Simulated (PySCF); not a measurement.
Species: C4H7BF2S.
Structure used (PBE0-D3(BJ)/def2-SVP), in Å, numbered top down from 1:
```
atom  x, y, z in Å
C1    -2.3038    0.7252   -0.3191
C2    -0.8530    0.4025   -0.3688
S3     0.0570    0.6205   -1.7076
C4    -0.2037   -0.1349    0.8695
C5     1.1198   -0.8128    0.5646
B6     1.9484    0.0233   -0.5106
F7     2.3864    1.2519   -0.1479
F8     2.7417   -0.6215   -1.3879
H9    -2.6418    1.2763   -1.2045
H10   -2.8748   -0.2169   -0.2430
H11   -2.5335    1.2993    0.5935
H12   -0.0543    0.7461    1.5265
H13   -0.9255   -0.7724    1.4100
H14    1.7241   -0.9118    1.4814
H15    0.9420   -1.8299    0.1805
```

The calculation used delta-SCF UKS SCAN, pcX-2 on the ionised atom, pcseg-1 elsewhere, spin-free X2C in PySCF. The ground state was rerun for each ionised atom, in the same mixed basis as its hole state.

```json
{"ionised atom": "B6", "basis functions": "182", "E(ground) (Eh)": "-780.53063", "binding energy (eV)": "197.654"}
{"ionised atom": "C1", "basis functions": "182", "E(ground) (Eh)": "-780.52595", "binding energy (eV)": "291.760"}
{"ionised atom": "C2", "basis functions": "182", "E(ground) (Eh)": "-780.52871", "binding energy (eV)": "292.629"}
{"ionised atom": "C4", "basis functions": "182", "E(ground) (Eh)": "-780.52733", "binding energy (eV)": "291.472"}
{"ionised atom": "C5", "basis functions": "182", "E(ground) (Eh)": "-780.52673", "binding energy (eV)": "290.232"}
{"ionised atom": "F7", "basis functions": "182", "E(ground) (Eh)": "-780.57289", "binding energy (eV)": "691.817"}
{"ionised atom": "S3", "basis functions": "193", "E(ground) (Eh)": "-780.66134", "binding energy (eV)": "2477.145"}
```

Fill in the total energy of each core-ionised state.

With binding energy = E(ionised) − E(ground) and 27.2114 eV a hartree:

```csv
atom,binding energy (Eh),E(ionised) (Eh)
B6,7.2636,-773.2670
C1,10.7220,-769.8040
C2,10.7539,-769.7748
C4,10.7114,-769.8159
C5,10.6658,-769.8609
F7,25.4238,-755.1491
S3,91.0334,-689.6279
```

How much do the ground-state energies differ, and what would follow from using one of them for all holes?

They run from -780.6613 Eh (core basis on S3) to -780.5260 Eh (on C1), 0.1353 Eh or 3.68 eV apart, for one and the same state in different bases and grids. Pairing the ion of C1 with the ground state of S3 would put its binding energy 3.68 eV too high.

The listed C 1s values span 2.40 eV, from C5 (bonded to C, 2 H and B) to C2 (bonded to S (double bond) and 2 C). The widest gap between neighbouring values is 1.24 eV, between 290.23 and 291.47 eV. Summing the Pauling electronegativity differences to the bonded atoms, each weighted by its formal bond order, gives -1.21 for the lowest site and +0.06 for the highest; no listed site has a larger sum than the highest.

Only 1s holes are shown. One atom of each set of topologically equivalent atoms was ionised and stands for the set; in this conformer not all members are related by symmetry, and their own values weren't computed. The unrestricted hole states depart most from a pure doublet (⟨S²⟩ = 0.75; over 0.85 named) for C 1s of C2 (0.99), which makes this value less certain. The structure is a single PBE0-D3(BJ)/def2-SVP conformer in the gas phase; no vibrational or solvent corrections.
